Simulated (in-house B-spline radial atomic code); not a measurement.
The numbers below are computed, except where a source is named.
## Quantum size effects in thin K films (stabilised jellium)

The positive ions are smeared into a uniform slab; the electrons are solved self-consistently in the LDA (PW92) on a fine grid across the film. Stabilised jellium adds, inside the slab, the constant potential −n de/dn that makes the bulk stable at the metal's density. No lattice, so no dependence on crystal face. Atomic units unless named. The table is for the stabilised model.

K: 1 valence electron per atom, density 0.89 g/cm³, mass 39.1 u, so r_s = 4.9 bohr.

```json
{"thickness (nm)": "0.531", "in Fermi wavelengths": "0.625", "filled subbands": "2", "work function (eV)": "2.363", "surface energy (J/m²)": "0.095"}
{"thickness (nm)": "0.637", "in Fermi wavelengths": "0.750", "filled subbands": "2", "work function (eV)": "2.599", "surface energy (J/m²)": "0.100"}
{"thickness (nm)": "0.743", "in Fermi wavelengths": "0.875", "filled subbands": "2", "work function (eV)": "2.607", "surface energy (J/m²)": "0.093"}
{"thickness (nm)": "0.849", "in Fermi wavelengths": "1.000", "filled subbands": "2", "work function (eV)": "2.491", "surface energy (J/m²)": "0.087"}
{"thickness (nm)": "0.955", "in Fermi wavelengths": "1.125", "filled subbands": "3", "work function (eV)": "2.418", "surface energy (J/m²)": "0.094"}
{"thickness (nm)": "1.061", "in Fermi wavelengths": "1.250", "filled subbands": "3", "work function (eV)": "2.552", "surface energy (J/m²)": "0.096"}
{"thickness (nm)": "1.167", "in Fermi wavelengths": "1.375", "filled subbands": "3", "work function (eV)": "2.562", "surface energy (J/m²)": "0.092"}
{"thickness (nm)": "1.273", "in Fermi wavelengths": "1.500", "filled subbands": "3", "work function (eV)": "2.503", "surface energy (J/m²)": "0.089"}
{"thickness (nm)": "1.380", "in Fermi wavelengths": "1.625", "filled subbands": "4", "work function (eV)": "2.449", "surface energy (J/m²)": "0.093"}
{"thickness (nm)": "1.485", "in Fermi wavelengths": "1.750", "filled subbands": "4", "work function (eV)": "2.534", "surface energy (J/m²)": "0.095"}
{"thickness (nm)": "1.592", "in Fermi wavelengths": "1.875", "filled subbands": "4", "work function (eV)": "2.543", "surface energy (J/m²)": "0.092"}
{"thickness (nm)": "1.698", "in Fermi wavelengths": "2.000", "filled subbands": "4", "work function (eV)": "2.508", "surface energy (J/m²)": "0.090"}
{"thickness (nm)": "1.804", "in Fermi wavelengths": "2.125", "filled subbands": "5", "work function (eV)": "2.468", "surface energy (J/m²)": "0.093"}
```

Q: At what steps in thickness do new subbands fill, and why?

A: λ_F = 2π/k_F = 16.042 bohr = 0.849 nm. New subbands appear by 1.125, 1.625, 2.125 λ_F, each within the grid step of 1/8 λ_F; the true step is half a wavelength (0.424 nm), since a level crosses E_F each time one more half wave at k_F fits across the film.

Q: How large is the oscillation of the work function here?

A: It runs from 2.363 to 2.607 eV over the table, 0.24 eV within the first four rows and 0.08 eV within the last four, about a thick-film value of 2.51 eV. The grid can skip the cusp where a subband opens, so the true swing can be larger; measurement on the bulk metal gives 2.29 eV.

Q: The film of 14.04 bohr has subband bottoms at -4.337, -3.312 eV, measured from the vacuum level. Show that these levels and neutrality give the work function in the table.

A: Each subband holds (E_F − ε_j)/π electrons per bohr², spin included. Neutrality needs n L = 0.0020292 × 14.04 = 0.02849, and π n L × 27.2114 = 2.436 eV. So E_F = (π n L + Σ ε_j)/2 = (2.436 + (-7.649))/2 = -2.607 eV, and the work function is 2.607 eV.
